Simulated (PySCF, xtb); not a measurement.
C3H8Si2, SMILES C=C1C[SiH2][SiH2]1.

GFN2-xTB (xtb) at its own geometry gives an orbital gap of 3.50 eV and a dipole moment of 0.81 D.

Geometry: B3LYP-D3(BJ)/def2-SVP. The structure was generated by enumeration, and PubChem lists no compound with its InChIKey, so it may never have been made.

### Question
What does PBE/def2-TZVP (PySCF) give? (An estimate is asked for; the answer gives what the named calculation found.)

### Answer
gap 4.57 eV (levels -6.23 and -1.65 eV), dipole 0.48 D.
